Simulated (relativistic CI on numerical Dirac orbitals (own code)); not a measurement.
**Hyperfine structure of Sb23+, mass number 121**

Method of calculation: Dirac-Coulomb-Breit CI, orbitals from a KLI potential per configuration, a model potential for QED, unscaled Slater integrals (own radial code, finite nucleus).

CI space (outside the closed core [Ne]): 3s2 3p6 3d10, 3s2 3p6 3d9 4s, 3s2 3p6 3d9 4p, 3s2 3p6 3d9 4d, 3s2 3p6 3d9 4f, 3s2 3p5 3d10 4s, 3s2 3p6 3d8 4s2, 3s2 3p6 3d8 4s 4p, 3s2 3p5 3d10 4p, 3s2 3p6 3d9 5s, 3s2 3p6 3d8 4p2, 3s2 3p6 3d9 5p, 3s2 3p6 3d8 4s 4d, 3s2 3p5 3d10 4d, 3s2 3p6 3d9 5d, 3s 3p6 3d10 4s. Levels of other configurations are missing.

Nuclear spin I = 5/2, μ = 3.358 μN, Q = -0.543 b (tables of Stone and Pyykkö). The electronic factors are computed for point nuclear moments, without core polarisation or the Bohr-Weisskopf and QED corrections.

```tsv
Level	E (eV)	A (GHz)	B (GHz)
3s2 3p6 3d9 4s 3D_3	479.221	72.53	9.99
3s2 3p6 3d9 4s 1D_2	480.223	-47.06	7.53
3s2 3p6 3d9 4s 3D_1	489.152	-57.19	3.76
3s2 3p6 3d9 4s 3D_2	489.935	114.3	7.95
3s2 3p6 3d9 4p 3P°_2	525.958	-5.017	5.47
3s2 3p6 3d9 4p 3F°_2	536.148	48.6	6.43
3s2 3p6 3d9 4p 3P°_1	537.395	6.762	1.91
3s2 3p6 3d9 4p 3F°_4	539.562	14.11	-3.63
```

Levels with J = 0, under 50 % of one LS term, or S terms without an open s electron are left out. Small factors come from cancelling terms and can be off by tens of per cent or more.

At this charge energies of transitions that change n are usually good to better than 1 %, and those within a shell (Δn = 0) to a few per cent.

Question: Give the hyperfine levels of 3s2 3p6 3d9 4s 3D_3 relative to its centre of gravity.

Answer: With K = F(F + 1) − I(I + 1) − J(J + 1), E = AK/2 + B[¾K(K + 1) − I(I + 1)J(J + 1)]/[2I(2I − 1)J(2J − 1)]: F = 1/2: -719.3, F = 3/2: -613.2, F = 5/2: -435.4, F = 7/2: -184.3, F = 9/2: 142.1, F = 11/2: 546.4 GHz.

LS names give the leading component of a level, which can be under half, so a name can repeat, a term be missing and a line seem to break the LS rules.
